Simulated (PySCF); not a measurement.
GeH₄N (calculated)

Computed with PySCF 2.14.0. Calculation on a computer-drawn molecule: vertical ionisation energy to the stated ion spin, frozen-core CCSD(T) at the basis limit and cheaper methods, single-reference cases, UHF for radicals, no spin-orbit; all values are single points at the evaluated structure, the first of each entry, which is the reference or a displaced copy of it and isn't optimised; the reference structure only sets the zero of the energies above reference; triples share is (T) over the correlation energy; on germanium a core potential holds 10 electrons, which the energies leave out, and 3d is frozen in MP2 and coupled-cluster steps.

Common to all runs: charge 1; multiplicity 1; ion multiplicity 2; diffuse functions no; basis cc-pVnZ; basis and core potential on germanium cc-pVnZ-PP ECP10MDF; reference is the Hartree-Fock double-zeta minimum; best is HF at quadruple zeta + MP2 correlation extrapolated from triple and quadruple zeta + CCSD(T) minus MP2 at triple zeta; basis step is the size of the change from the same recipe one zeta lower.

(1) GeH₄N

Evaluated structure:
```xyz
6
GeH4N
N      0.8668    -0.6213     3.0300
Ge    -0.6135    -0.4521     2.1537
H      1.2714     0.0870     3.5930
H      1.3989    -1.4914     3.0157
H     -1.3108     0.8726     2.2589
H     -1.1040    -1.6615     1.3210
```

Reference structure:
```xyz
6
GeH4N
N      0.8637    -0.6379     3.0296
Ge    -0.6108    -0.4490     2.1542
H      1.2665     0.0896     3.5963
H      1.4044    -1.4864     3.0242
H     -1.3109     0.8774     2.2576
H     -1.0923    -1.6239     1.3493
```

It finds ionisation energy best 17.42 eV; ionisation energy basis step 0.02175 eV; energy above reference best 0.4882 kcal/mol; energy above reference basis step 0.0006618 kcal/mol; ionisation energy Koopmans at triple zeta 17.99 eV; ionisation energy EOM CCSD at triple zeta 17.29 eV; total energy HF triple zeta -349.9341 hartree; total energy CCSD(T) triple zeta -350.2856 hartree; total energy best -350.3285 hartree; T1 diagnostic at triple zeta 0.0172; D1 diagnostic at triple zeta 0.05435; ion T1 diagnostic at triple zeta 0.008976; ion D1 diagnostic at triple zeta 0.02316; ion spin squared at triple zeta 0.7589; triples share at triple zeta 0.03527; basis functions triple zeta 125.

Drawn bonds:
| atom | other atom | order |
| --- | --- | --- |
| 1 | 2 | 1 |
| 1 | 3 | 1 |
| 1 | 4 | 1 |
| 2 | 5 | 1 |
| 2 | 6 | 1 |

Triple zeta:
| method | ionisation energy (eV) | energy above reference (kcal/mol) |
| --- | --- | --- |
| HF | 15.58 | 0.8134 |
| PBE | 17.47 | 0.3185 |
| r2SCAN | 17.28 | 0.6526 |
| B3LYP | 17.39 | 0.5212 |
| wB97X | 17.28 | 0.6818 |
| MP2 | 17.39 | 0.6195 |
| CCSD | 17.14 | 0.5205 |
| CCSD(T) | 17.29 | 0.4714 |

(2) GeH₄N

Evaluated structure:
```xyz
6
GeH4N
N      0.8334    -0.6329     2.9807
Ge    -0.5446    -0.4683     2.1465
H      1.2832     0.0619     3.6053
H      1.3428    -1.4651     3.0400
H     -1.2694     0.8454     2.2374
H     -1.1127    -1.6551     1.3707
```

Reference structure:
```xyz
6
GeH4N
N      0.8637    -0.6379     3.0296
Ge    -0.6108    -0.4490     2.1542
H      1.2665     0.0896     3.5963
H      1.4044    -1.4864     3.0242
H     -1.3109     0.8774     2.2576
H     -1.0923    -1.6239     1.3493
```

The calculation gives: ionisation energy best 18.1 eV; ionisation energy basis step 0.02562 eV; energy above reference best 8.794 kcal/mol; energy above reference basis step 0.5492 kcal/mol; ionisation energy Koopmans at triple zeta 18.68 eV; ionisation energy EOM CCSD at triple zeta 17.96 eV; total energy HF triple zeta -349.9247 hartree; total energy CCSD(T) triple zeta -350.2718 hartree; total energy best -350.3152 hartree; T1 diagnostic at triple zeta 0.01393; D1 diagnostic at triple zeta 0.04228; ion T1 diagnostic at triple zeta 0.008462; ion D1 diagnostic at triple zeta 0.02041; ion spin squared at triple zeta 0.7581; triples share at triple zeta 0.0334; basis functions triple zeta 125.

Drawn bonds:
| atom | other atom | order |
| --- | --- | --- |
| 1 | 2 | 1 |
| 1 | 3 | 1 |
| 1 | 4 | 1 |
| 2 | 5 | 1 |
| 2 | 6 | 1 |

Triple zeta:
| method | ionisation energy (eV) | energy above reference (kcal/mol) |
| --- | --- | --- |
| HF | 16.31 | 6.708 |
| PBE | 18.06 | 8.777 |
| r2SCAN | 17.94 | 7.519 |
| B3LYP | 18.06 | 8.258 |
| wB97X | 17.97 | 7.228 |
| MP2 | 18.06 | 8.874 |
| CCSD | 17.84 | 8.635 |
| CCSD(T) | 17.97 | 9.089 |

(3) GeH₄N

Evaluated structure:
```xyz
6
GeH4N
N      0.8806    -0.6720     3.0636
Ge    -0.6159    -0.4483     2.1192
H      1.2556     0.0992     3.5848
H      1.4165    -1.5027     2.9819
H     -1.3153     0.8361     2.2330
H     -1.1713    -1.7040     1.2962
```

Reference structure:
```xyz
6
GeH4N
N      0.8637    -0.6379     3.0296
Ge    -0.6108    -0.4490     2.1542
H      1.2665     0.0896     3.5963
H      1.4044    -1.4864     3.0242
H     -1.3109     0.8774     2.2576
H     -1.0923    -1.6239     1.3493
```

Drawn bonds:
| atom | other atom | order |
| --- | --- | --- |
| 1 | 2 | 1 |
| 1 | 3 | 1 |
| 1 | 4 | 1 |
| 2 | 5 | 1 |
| 2 | 6 | 1 |

(4) GeH₄N

Evaluated structure:
```xyz
6
GeH4N
N      0.8663    -0.6361     3.0325
Ge    -0.6110    -0.4512     2.1668
H      1.2677     0.1024     3.6083
H      1.4043    -1.4814     3.0173
H     -1.3188     0.8812     2.2587
H     -1.0850    -1.6247     1.3557
```

Reference structure:
```xyz
6
GeH4N
N      0.8637    -0.6379     3.0296
Ge    -0.6108    -0.4490     2.1542
H      1.2665     0.0896     3.5963
H      1.4044    -1.4864     3.0242
H     -1.3109     0.8774     2.2576
H     -1.0923    -1.6239     1.3493
```

Drawn bonds:
| atom | other atom | order |
| --- | --- | --- |
| 1 | 2 | 1 |
| 1 | 3 | 1 |
| 1 | 4 | 1 |
| 2 | 5 | 1 |
| 2 | 6 | 1 |

Questions
1. Give the missing ion T1 diagnostic at triple zeta for GeH₄N (entry 3).
2. Estimate the energy above reference best of GeH₄N (entry 4).
3. What triples share at triple zeta does the calculation give for GeH₄N (entry 4)?
4. Estimate the ionisation energy basis step of GeH₄N (entry 4).

Answers
1. 0.009361
2. 0.09475 kcal/mol
3. 0.03514
4. 0.02189 eV

Further results for GeH₄N (entry 3):

- ionisation energy best: 17.17 eV
- ionisation energy basis step: 0.01902 eV
- energy above reference best: 3.193 kcal/mol
- energy above reference basis step: 0.2244 kcal/mol
- ionisation energy Koopmans at triple zeta: 17.75 eV
- ionisation energy EOM CCSD at triple zeta: 17.04 eV
- total energy HF triple zeta: -349.9279 hartree
- total energy CCSD(T) triple zeta: -350.2814 hartree
- total energy best: -350.3241 hartree
- T1 diagnostic at triple zeta: 0.01914
- D1 diagnostic at triple zeta: 0.06125
- ion D1 diagnostic at triple zeta: 0.02445
- ion spin squared at triple zeta: 0.7594
- triples share at triple zeta: 0.03624
- basis functions triple zeta: 125

Triple zeta:
| method | ionisation energy (eV) | energy above reference (kcal/mol) |
| --- | --- | --- |
| HF | 15.3 | 4.654 |
| PBE | 17.22 | 2.701 |
| r2SCAN | 17.03 | 3.786 |
| B3LYP | 17.13 | 3.276 |
| wB97X | 17.02 | 4.13 |
| MP2 | 17.13 | 3.492 |
| CCSD | 16.88 | 3.399 |
| CCSD(T) | 17.03 | 3.09 |

Further results for GeH₄N (entry 4):

* ionisation energy best: 17.46 eV
* energy above reference basis step: 0.006392 kcal/mol
* ionisation energy Koopmans at triple zeta: 18.02 eV
* ionisation energy EOM CCSD at triple zeta: 17.32 eV
* total energy HF triple zeta: -349.9350 hartree
* total energy CCSD(T) triple zeta: -350.2862 hartree
* total energy best: -350.3291 hartree
* T1 diagnostic at triple zeta: 0.017
* D1 diagnostic at triple zeta: 0.05373
* ion T1 diagnostic at triple zeta: 0.008911
* ion D1 diagnostic at triple zeta: 0.02313
* ion spin squared at triple zeta: 0.7589
* basis functions triple zeta: 125

Triple zeta:
| method | ionisation energy (eV) | energy above reference (kcal/mol) |
| --- | --- | --- |
| HF | 15.62 | 0.1983 |
| PBE | 17.5 | -0.00297 |
| r2SCAN | 17.31 | 0.07746 |
| B3LYP | 17.42 | 0.079 |
| wB97X | 17.32 | 0.08095 |
| MP2 | 17.42 | 0.1006 |
| CCSD | 17.18 | 0.09713 |
| CCSD(T) | 17.32 | 0.0844 |
